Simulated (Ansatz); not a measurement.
Isomers of Au4 (singlet), relaxed with PBE-D4/def2-SVP; total energies from Ansatz at PBE0-D4/def2-TZVP.

| isomer | description | energy (Eh) |
| --- | --- | --- |
| A | point group not assigned; 3 × Au–Au 2.56 to 2.62 Å | -542.99012 |
| B | point group D2h; 5 × Au–Au 2.66 to 2.72 Å | -543.00575 |

In the def2 sets Au takes a core potential; there is no spin–orbit coupling.

The isomers come from a short search, and lower ones may exist.

Work out the relative energies (1 Eh = 2625.5 kJ/mol) and the Boltzmann populations at 800 K from electronic energies alone (R = 8.314 J/mol/K).

ΔE: A 41.0, B 0.0 kJ/mol. RT = 6.65 kJ/mol. Factors exp(−ΔE/RT): A 0.0021, B 1; sum 1.002. Populations: A 0.2 %, B 99.8 %. Zero-point energy, vibrational entropy and symmetry numbers are left out and can shift these; an error of 4 kJ/mol changes a ratio by a factor of 1.8. Over the other density-functional and correlated levels in def2 sets, the gap between B and A ranges from 29 to 40 kJ/mol.
